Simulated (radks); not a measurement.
The numbers below are computed, except where a source is named.
Task: Species: Yb XLIV. Configuration: [Ar] 3d9. Code: a radial shooting solver on a logarithmic mesh with Libxc functionals. Model: Dirac Kohn-Sham, PBE, spin-unpolarised, spherical densities, point nucleus; open shells fill j = l - 1/2 first.

Spin-orbit splittings of the eigenvalues, e(l+1/2) - e(l-1/2), with zeta = 2 splitting/(2l+1) and mean radii in bohr:

shell  occ.  splitting (eV)  zeta (eV)  <r> j=l-1/2  <r> j=l+1/2
2p        6            1054      702.4      0.06851      0.07595
3p        6               ?          ?       0.2003       0.2130
3d        9           53.12      21.25       0.1859       0.1898

Estimate the 3p splitting.

Result: 237.4 eV (zeta = 158.3 eV).
